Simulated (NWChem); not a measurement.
Program: NWChem. System: HAlF2O, charge 0, spin multiplicity 1, at a geometry optimised with B3LYP/def2-SVP. The structure started from a generated list of species. Level: PBE/6-311G** (spherical d).

Input file:

```
start mol
memory heap 200 mb stack 900 mb global 1100 mb
geometry units angstroms nocenter noautoz
  Al    -0.011640    -0.007268     0.000000
  F      0.902848    -1.385741     0.000000
  F     -1.654879    -0.160256     0.000000
  O      0.664638     1.533261     0.000000
  H      1.602495     1.742363     0.000000
  symmetry group Cs
end
basis spherical
  * library 6-311g**
end
dft
  xc xpbe96 cpbe96
  semidirect memsize 60000000 filesize 0
  iterations 100
end
task dft energy
```

Output (cleaned and shortened):

```
             Northwest Computational Chemistry Package (NWChem) 7.3.0
             --------------------------------------------------------

                                NWChem Input Module
                                -------------------

 Scaling coordinates for geometry "geometry" by  1.889725989
 (inverse scale =  0.529177249)

 Turning off AUTOSYM since
 SYMMETRY directive was detected!

                             Geometry "geometry" -> ""
                             -------------------------

 Output coordinates in angstroms (scale by  1.889725989 to convert to a.u.)

  No.       Tag          Charge          X              Y              Z
 ---- ---------------- ---------- -------------- -------------- --------------
    1 Al                  13.0000    -0.01164000    -0.00726800     0.00000000
    2 F                    9.0000     0.90284800    -1.38574100     0.00000000
    3 F                    9.0000    -1.65487900    -0.16025600     0.00000000
    4 O                    8.0000     0.66463800     1.53326100     0.00000000
    5 H                    1.0000     1.60249500     1.74236300     0.00000000

 Effective nuclear repulsion energy (a.u.)     159.0874020427

            Nuclear Dipole moment (a.u.)
            ----------------------------
        X                 Y               Z
 ---------------- ---------------- ----------------
     0.0000000000    -0.0000113384     0.0000000000

      Symmetry information
      --------------------

 Group name             Cs
 Group number              2
 Group order               2
 No. of unique centers     5

      Symmetry unique atoms

     1    2    3    4    5


 Summary of "ao basis" -> "" (spherical)
 ------------------------------------------------------------------------------
       Tag                 Description            Shells   Functions and Types
 ---------------- ------------------------------  ------  ---------------------
 *                          6-311g**                  on all atoms

  pbe96 is a nonlocal functional; adding pw91lda local functional.

                                 NWChem DFT Module
[...]
 Vector   20  Occ=2.000000D+00  E=-2.921463D-01  Symmetry=a"
              MO Center=  6.1D-01,  1.4D+00,  7.5D-16, r^2= 1.1D+00
   Bfn.  Coefficient  Atom+Function         Bfn.  Coefficient  Atom+Function
  ----- ------------  ---------------      ----- ------------  ---------------
    75      0.437543  4 O  pz                71      0.397608  4 O  pz
    67      0.282970  4 O  pz                57     -0.074360  3 F  pz
    39     -0.071411  2 F  pz                53     -0.067697  3 F  pz
    23      0.064039  1 Al d -1              35     -0.063393  2 F  pz
    15      0.062041  1 Al pz                18      0.062247  1 Al pz

 Vector   21  Occ=0.000000D+00  E=-6.891385D-02  Symmetry=a'
              MO Center=  1.8D-01,  1.2D-01, -8.5D-15, r^2= 3.9D+00
   Bfn.  Coefficient  Atom+Function         Bfn.  Coefficient  Atom+Function
  ----- ------------  ---------------      ----- ------------  ---------------
     6      1.051154  1 Al s                 72     -0.413265  4 O  s
    36     -0.244450  2 F  s                 54     -0.234339  3 F  s
    83      0.192169  5 H  s                  5      0.173257  1 Al s
     4     -0.170769  1 Al s                 68     -0.156337  4 O  s
    24      0.126245  1 Al d  0              55     -0.122878  3 F  px

 Vector   22  Occ=0.000000D+00  E=-1.898528D-02  Symmetry=a"
              MO Center= -4.4D-03, -4.4D-03, -2.8D-14, r^2= 4.8D+00
   Bfn.  Coefficient  Atom+Function         Bfn.  Coefficient  Atom+Function
  ----- ------------  ---------------      ----- ------------  ---------------
    21      0.553120  1 Al pz                18      0.423603  1 Al pz
    15      0.238649  1 Al pz                75     -0.210359  4 O  pz
    39     -0.162852  2 F  pz                57     -0.162152  3 F  pz
    71     -0.146396  4 O  pz                35     -0.126336  2 F  pz
    53     -0.124779  3 F  pz                12     -0.116692  1 Al pz

 Vector   23  Occ=0.000000D+00  E= 1.553819D-02  Symmetry=a'
              MO Center=  7.6D-01,  6.5D-01,  1.7D-14, r^2= 8.2D+00
   Bfn.  Coefficient  Atom+Function         Bfn.  Coefficient  Atom+Function
  ----- ------------  ---------------      ----- ------------  ---------------
    19      0.626653  1 Al px                83      0.604208  5 H  s
    20      0.504521  1 Al py                72     -0.381879  4 O  s
     6     -0.317292  1 Al s                 73     -0.245233  4 O  px
    16     -0.186974  1 Al px                54      0.156777  3 F  s
    74     -0.140679  4 O  py                69     -0.138698  4 O  px

 center of mass
 --------------
 x =  -0.05429817 y =  -0.07577251 z =   0.00000000

 moments of inertia (a.u.)
 ------------------
         276.763174046517          -1.038960636636           0.000000000000
          -1.038960636636         275.348492070387           0.000000000000
           0.000000000000           0.000000000000         552.111666116905

     Multipole analysis of the density
     ---------------------------------

     L   x y z        total         alpha         beta         nuclear
     -   - - -        -----         -----         ----         -------
     0   0 0 0     -0.000000    -20.000000    -20.000000     40.000000

     1   1 0 0      0.766429      0.383215      0.383215      0.000000
     1   0 1 0      0.388788      0.194399      0.194399     -0.000011
     1   0 0 1      0.000000      0.000000      0.000000      0.000000

     2   2 0 0    -20.540038    -78.276533    -78.276533    136.013027
     2   1 1 0      2.910283     -2.245469     -2.245469      7.401221
     2   1 0 1      0.000000      0.000000      0.000000      0.000000
     2   0 2 0    -22.760165    -81.653755    -81.653755    140.547345
     2   0 1 1      0.000000      0.000000      0.000000      0.000000
     2   0 0 2    -17.296866     -8.648433     -8.648433      0.000000

 Task  times  cpu:        1.3s     wall:        1.3s

 Total times  cpu:        1.3s     wall:        1.3s
```
